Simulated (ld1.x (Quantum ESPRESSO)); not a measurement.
## PBE TM dataset for As, scalar-relativistic all-electron reference.

The input file (ld1.x (Quantum ESPRESSO) 7.5):

```
&input
   title='As', zed=33., rel=1, dft='PBE', iswitch=3,
   config='[Ar] 3d10 4s2 4p3 4d-2',
   nld=3, rlderiv=2.35, eminld=-3.0, emaxld=5.0, deld=0.02
 /
 &inputp
   pseudotype=2, tm=.true., lloc=2,
   nlcc=.true., new_core_ps=.true., rcore=0.80,
   file_pseudopw='As.UPF', file_wfcaegen='ae.wfc', file_wfcncgen='nc.wfc', file_beta='beta', file_chi='chi'
 /
3
4S  1  0   2.00   0.00  1.55  1.55  0.0
4P  2  1   3.00   0.00  2.15  2.15  0.0
4D  3  2  -2.00   0.05  1.80  1.80  0.0
 &test
   configts(1)='4s2 4p3'
 /
```

Command:

```bash
ld1.x < As.in > As.out
```

Output (shortened: banner, matrices, multipoles, cross overlaps and the repeated all-electron block are left out):

```
Program LD1 v.7.5
     --------------------------- All-electron run ----------------------------

     As
     scalar relativistic calculation

     atomic number is 33.00
     dft =PBE   lsd =0 sic =0 latt =0  beta=0.20 tr2=1.0E-14
     Exchange-correlation= PBE
                           (   1   4   3   4   0   0   0)
     mesh =1209 r(mesh) =  99.83237 a.u. xmin = -7.00 dx = 0.01250
     1 Ry =  13.60569312 eV, c = 137.03599908

     n l     nl                  e(Ry)          e(Ha)          e(eV)
     1 0     1S 1( 2.00)      -861.3695      -430.6848    -11719.5295
     2 0     2S 1( 2.00)      -109.2749       -54.6374     -1486.7602
     2 1     2P 1( 6.00)       -95.8167       -47.9084     -1303.6530
     3 0     3S 1( 2.00)       -13.9872        -6.9936      -190.3057
     3 1     3P 1( 6.00)        -9.8251        -4.9126      -133.6776
     3 2     3D 1(10.00)        -2.9874        -1.4937       -40.6457
     4 0     4S 1( 2.00)        -1.0653        -0.5326       -14.4939
     4 1     4P 1( 3.00)        -0.3818        -0.1909        -5.1949

     final scf error:  5.2E-15 reached in  40 iterations

     Etot =   -4521.616832 Ry,   -2260.808416 Ha,  -61519.731037 eV

     Ekin =    4608.673546 Ry,    2304.336773 Ha,   62704.197967 eV
     Encl =  -10898.739009 Ry,   -5449.369505 Ha, -148284.898385 eV
     Eh   =    1935.664236 Ry,     967.832118 Ha,   26336.053587 eV
     Exc  =    -167.215605 Ry,     -83.607802 Ha,   -2275.084206 eV

     normalization and overlap integrals

     s(1S/1S) =  1.000000  <r> =   0.0455  <r2> =    0.0028  r(max) =   0.0296
     s(2S/2S) =  1.000000  <r> =   0.2028  <r2> =    0.0485  r(max) =   0.1701
     s(2P/2P) =  1.000000  <r> =   0.1772  <r2> =    0.0385  r(max) =   0.1358
     s(3S/3S) =  1.000000  <r> =   0.5983  <r2> =    0.4125  r(max) =   0.5239
     s(3P/3P) =  1.000000  <r> =   0.6172  <r2> =    0.4477  r(max) =   0.5239
     s(3D/3D) =  1.000000  <r> =   0.6783  <r2> =    0.5823  r(max) =   0.4740
     s(4S/4S) =  1.000000  <r> =   1.9394  <r2> =    4.3371  r(max) =   1.6136
     s(4P/4P) =  1.000000  <r> =   2.5548  <r2> =    7.7624  r(max) =   1.9957

     ------------------------ End of All-electron run ------------------------

     --------------------- Generating NC pseudopotential ---------------------

      Generating local pot.: lloc=2, matching radius rcloc =   1.8000

      Computing core charge for nlcc:

       r > 0.80 : true rho core
      Core charge pseudized with two Bessel functions
      Integrated core pseudo-charge :  20.46

      Wfc   4S  rcut= 1.535  Using Troullier-Martins method

      Wfc   4P  rcut= 2.124  Using Troullier-Martins method

     ------------------- End of pseudopotential generation -------------------

     Computing logarithmic derivative in   2.36260
     Computing logarithmic derivative in   2.36260
     Computing the partial wave expansion
     R is outside the sphere for l=    0 j= 0.00
     R is outside the sphere for l=    1 j= 0.00
       no projector for channel:   2

     ---------------------- Testing the pseudopotential ----------------------

     As
     scalar relativistic calculation

     atomic number is 33.00   valence charge is  5.00
     dft =PBE   lsd =0 sic =0 latt =0  beta=0.20 tr2=1.0E-14
     mesh =1209 r(mesh) =  99.83237 xmin = -7.00 dx = 0.01250

     n l     nl             e AE (Ry)        e PS (Ry)    De AE-PS (Ry)
     1 0     4S   1( 2.00)       -1.06528       -1.06529        0.00001
     2 1     4P   1( 3.00)       -0.38182       -0.38182        0.00000

     eps = 2.6E-17  iter =  4

     Etot =   -4521.616832 Ry,   -2260.808416 Ha,  -61519.731037 eV
     Etotps =   -74.396590 Ry,     -37.198295 Ha,   -1012.217179 eV

     Ekin =       4.122379 Ry,       2.061190 Ha,      56.087825 eV
     Encl =     -22.305338 Ry,     -11.152669 Ha,    -303.479590 eV
     Ehrt =       9.842134 Ry,       4.921067 Ha,     133.909058 eV
     Ecxc =     -65.491003 Ry,     -32.745502 Ha,    -891.050490 eV
     (Ecc =     -61.912688 Ry,     -30.956344 Ha,    -842.365038 eV)
     Epseu=      -0.564762 Ry,      -0.282381 Ha,      -7.683982 eV

     ---------------------- End of pseudopotential test ----------------------
```

Note: ghost states, extra bound levels that the all-electron valence spectrum of the same l lacks: s at -2485.4 eV, p at -557.7 eV. A true bound ghost makes a file unfit for plane-wave use.

Generation and configuration tests took about 1.4 s on one core of a shared server CPU.
